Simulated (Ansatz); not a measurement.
The cluster Cu₃O₂. Charge 0, multiplicity 2. Geometry B3LYP-D4/def2-SVP.

Cartesian coordinates in Å:
```
Cu 0.549 -1.230 -1.038
Cu -1.071 0.676 -1.136
Cu 0.282 0.300 1.180
O -0.559 1.625 0.278
O 0.798 -1.372 0.717
```

HSE06 is defined as in plane-wave codes, on full-range PBE exchange. At PBE-D4/def2-SVP, PBE-D4/def2-TZVP, r2SCAN-D4/def2-TZVP the charge 0 doublet is spin-contaminated (final ⟨S²⟩ up to 0.98, 0.75 for a pure state). Another isomer (doublet) lies 0.25 eV lower at PBE0-D4/def2-TZVP; other spin states weren't run for this one.

Task: Estimate the α-spin orbital energies around the gap (eV) in Ansatz with PBE-D4/def2-SVP, PBE-D4/def2-TZVP, r2SCAN-D4/def2-TZVP, PBE0-D4/def2-SVP, HSE06-D4/def2-TZVP.

Result: 
```
orbital  PBE-D4/def2-SVP  PBE-D4/def2-TZVP  r2SCAN-D4/def2-TZVP  PBE0-D4/def2-SVP  HSE06-D4/def2-TZVP
 HOMO−9            -6.35             -6.87                -7.04             -8.37               -8.48
 HOMO−8            -6.34             -6.87                -7.04             -8.36               -8.45
 HOMO−7            -6.21             -6.74                -6.88             -8.07               -8.15
 HOMO−6            -6.15             -6.72                -6.85             -8.04               -8.13
 HOMO−5            -6.14             -6.70                -6.83             -7.83               -7.89
 HOMO−4            -5.61             -6.10                -6.19             -6.95               -7.00
 HOMO−3            -5.32             -5.82                -6.01             -6.77               -6.81
 HOMO−2            -5.25             -5.70                -5.76             -6.52               -6.59
 HOMO−1            -4.77             -5.27                -5.43             -6.15               -6.20
   HOMO            -4.62             -5.11                -5.29             -6.06               -6.12
   LUMO            -4.18             -4.64                -4.43             -3.28               -4.07
 LUMO+1            -2.20             -2.62                -2.29             -1.15               -1.91
 LUMO+2            -1.14             -1.55                -1.21             -0.07               -0.82
 LUMO+3             0.15             -0.37                -0.03              1.03                0.24
 LUMO+4             0.80              0.05                 0.37              2.00                0.74
 LUMO+5             2.04              1.03                 1.43              2.85                1.64
 β HOMO            -4.39             -4.88                -4.98             -5.74               -5.80
 β LUMO            -4.07             -4.56                -4.39             -3.07               -3.90
```
